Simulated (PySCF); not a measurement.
Fractional electron number in Sn²⁺ (tin, charge +2)

The 5s beta orbital of [Kr] 4d10 5s2 is emptied in steps (occupation f), with all orbitals relaxed, ending at [Kr] 4d10 5s1. All numbers are calculated (PySCF 2.14, the spin-free X2C one-electron Hamiltonian (Gaussian nucleus), in aug-cc-pVTZ-DK3). The exact energy is a straight line in f; departures are measured from the line between the end points of the same method.

```
  f  UHF (eV)  LDA (eV)  PBE (eV)  PBE0 (eV)  r2SCAN (eV)  LC-wPBE (eV)  BHandHLYP (eV)  wB97X (eV)  r2SCAN0 (eV)  TPSS (eV)
  1     0.000     0.000     0.000      0.000        0.000         0.000           0.000       0.000         0.000      0.000
0.8     0.040    -0.744    -0.740     -0.538       -0.648        -0.086          -0.369      -0.157        -0.475     -0.712
0.6     0.058    -1.116    -1.113     -0.808       -0.968        -0.131          -0.558      -0.226        -0.707     -1.074
0.4     0.057    -1.115    -1.117     -0.809       -0.962        -0.135          -0.563      -0.212        -0.701     -1.084
0.2     0.037    -0.743    -0.746     -0.539       -0.639        -0.094          -0.381      -0.125        -0.465     -0.730
  0     0.000     0.000     0.000      0.000        0.000         0.000           0.000       0.000         0.000      0.000
```

```json
{"method": "UHF", "E(f=0) − E(f=1) (eV)": "28.528", "−ε at f=1 (eV)": "28.780", "−ε at f=0.4 (eV)": "28.475"}
{"method": "LDA", "E(f=0) − E(f=1) (eV)": "31.151", "−ε at f=1 (eV)": "26.508", "−ε at f=0.4 (eV)": "32.083"}
{"method": "PBE", "E(f=0) − E(f=1) (eV)": "30.673", "−ε at f=1 (eV)": "26.065", "−ε at f=0.4 (eV)": "31.589"}
{"method": "PBE0", "E(f=0) − E(f=1) (eV)": "30.332", "−ε at f=1 (eV)": "26.977", "−ε at f=0.4 (eV)": "31.002"}
{"method": "r2SCAN", "E(f=0) − E(f=1) (eV)": "30.294", "−ε at f=1 (eV)": "26.232", "−ε at f=0.4 (eV)": "31.117"}
{"method": "LC-wPBE", "E(f=0) − E(f=1) (eV)": "30.148", "−ε at f=1 (eV)": "29.609", "−ε at f=0.4 (eV)": "30.234"}
{"method": "BHandHLYP", "E(f=0) − E(f=1) (eV)": "30.224", "−ε at f=1 (eV)": "27.929", "−ε at f=0.4 (eV)": "30.662"}
{"method": "wB97X", "E(f=0) − E(f=1) (eV)": "30.449", "−ε at f=1 (eV)": "29.447", "−ε at f=0.4 (eV)": "30.713"}
{"method": "r2SCAN0", "E(f=0) − E(f=1) (eV)": "30.143", "−ε at f=1 (eV)": "27.162", "−ε at f=0.4 (eV)": "30.748"}
{"method": "TPSS", "E(f=0) − E(f=1) (eV)": "30.339", "−ε at f=1 (eV)": "25.913", "−ε at f=0.4 (eV)": "31.190"}
```

Orbital energy along the path (eV):

```csv
f,UHF,LDA,PBE,PBE0,r2SCAN,LC-wPBE,BHandHLYP,wB97X,r2SCAN0,TPSS
1,-28.780,-26.508,-26.065,-26.977,-26.232,-29.609,-27.929,-29.447,-27.162,-25.913
0.8,-28.672,-28.360,-27.887,-28.311,-27.871,-29.820,-28.827,-29.886,-28.374,-27.651
0.6,-28.571,-30.221,-29.728,-29.651,-29.518,-30.021,-29.736,-30.316,-29.585,-29.403
0.4,-28.475,-32.083,-31.589,-31.002,-31.117,-30.234,-30.662,-30.713,-30.748,-31.190
0.2,-28.385,-33.941,-33.469,-32.360,-32.701,-30.483,-31.620,-31.040,-31.899,-33.042
0,-28.299,-35.788,-35.314,-33.672,-34.253,-30.751,-32.650,-30.890,-33.017,-34.915
```

As f goes to zero the orbital energy of a semilocal functional can turn back, because the density of that orbital vanishes from the exchange-correlation potential.

Reference removal energy between the ground levels: 30.506 eV (measured; NIST Atomic Spectra Database, ionization energies). UHF lacks correlation.
